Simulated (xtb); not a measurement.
Te(SMe)(GeH3) (CH6GeSTe), SMILES [GeH3][Te]SC. All values are semi-empirical tight-binding results from xtb (GFN2-xTB unless named), good for trends rather than for accurate numbers. Coordinates come from a GFN2-xTB optimisation. The structure was generated by enumeration, and PubChem lists no compound with its InChIKey, so it may never have been made. One conformer was computed; it need not be the lowest.

A frequency run showed that this geometry is not a minimum.

For metal compounds this method's bond lengths and energies can be far off.

Computed properties:
The orbital gap is 3.15 eV.
